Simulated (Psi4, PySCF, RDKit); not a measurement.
Relaxed torsion scan: C6H16OSi, SMILES CO[SiH2]CC(C)(C)C. Scanned: dihedral O2–Si3–C4–C5; all other coordinates were relaxed at GFN2-xTB. Points at φ and −φ are mirror images. Heavy atoms are numbered in the order of the SMILES CO[SiH2]CC(C)(C)C, hydrogens after them in the order of the atoms that carry them; the mirror image has the same energies with the sign of each dihedral reversed.

RKS-B3LYP/6-311+G** = restricted B3LYP/6-311+G**, spherical d, density fitting // GFN2-xTB (PySCF); UFF // GFN2-xTB (RDKit); RKS-BP86/6-31G* = restricted BP86/6-31G*, spherical d, density fitting // GFN2-xTB (PySCF); PBE-D3(BJ)/def2-SVP // GFN2-xTB (Psi4).

Energies relative to the lowest point of each profile, in kJ/mol; the last columns give the difference from PBE-D3(BJ):

```
φ / °  RKS-B3LYP/6-311+G**  UFF  RKS-BP86/6-31G*  PBE-D3(BJ)/def2-SVP  RKS-B3LYP/6-311+G** − PBE-D3(BJ)/def2-SVP  UFF − PBE-D3(BJ)/def2-SVP  RKS-BP86/6-31G* − PBE-D3(BJ)/def2-SVP
-----  -------------------  ---  ---------------  -------------------  -----------------------------------------  -------------------------  -------------------------------------
-150                   3.9  5.9              3.6                  7.5                                       -3.6                       -1.6                                   -3.9
-120                   5.0  8.1              4.4                  8.7                                       -3.7                       -0.5                                   -4.3
-90                    2.1  3.4              2.1                  3.9                                       -1.9                       -0.5                                   -1.8
-60                    0.0  0.0              0.0                  0.0                                        0.0                        0.0                                    0.0
-30                    1.7  3.1              1.7                  0.8                                        0.9                        2.3                                    0.9
0                      5.0  5.9              4.6                  4.1                                        0.8                        1.7                                    0.4
30                     1.7  3.1              1.7                  0.8                                        0.9                        2.3                                    0.9
60                     0.0  0.0              0.0                  0.0                                        0.0                        0.0                                    0.0
90                     2.1  3.4              2.1                  3.9                                       -1.9                       -0.5                                   -1.8
120                    5.0  8.1              4.4                  8.7                                       -3.7                       -0.5                                   -4.3
150                    3.9  5.9              3.6                  7.5                                       -3.6                       -1.6                                   -3.9
180                    3.2  1.3              3.5                  7.2                                       -4.0                       -6.0                                   -3.7
```

RKS-B3LYP/6-311+G** is furthest from PBE-D3(BJ)/def2-SVP at 180 (-4.0 kJ/mol, below); its mean absolute difference over the points is 2.1 kJ/mol.

UFF is furthest from PBE-D3(BJ)/def2-SVP at 180 (-6.0 kJ/mol, below); its mean absolute difference over the points is 1.5 kJ/mol.

RKS-BP86/6-31G* is furthest from PBE-D3(BJ)/def2-SVP at -120 (-4.3 kJ/mol, below); its mean absolute difference over the points is 2.2 kJ/mol.
